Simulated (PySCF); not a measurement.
# LaI at BHandHLYP

Computed with BHandHLYP; La x2c-SVPall, I x2c-SVPall; spin-free X2C with a Gaussian nucleus (PySCF 2.14).

```
state                                           : triplet, about 0.0 electrons in the 4f shell (Mulliken)
bond length                                     : 2.968 Å
harmonic wavenumber                             : 174 cm⁻¹
force constant                                  : 1.19 mdyn/Å
rotational constant Be                          : 0.02885 cm⁻¹
anharmonicity ωexe                              : 0.287 cm⁻¹
vibration–rotation constant αe                  : 6.77e-05 cm⁻¹
bond order (Mayer)                              : 1.19
dipole moment (positive dipole means La(−)I(+)) : -5.46 D
```

Spin–orbit coupling is left out, which matters for elements this heavy, above all for dissociation energies. The state is the lowest single determinant that the PBE0 search found; with open d or f shells the true ground state can be another one.
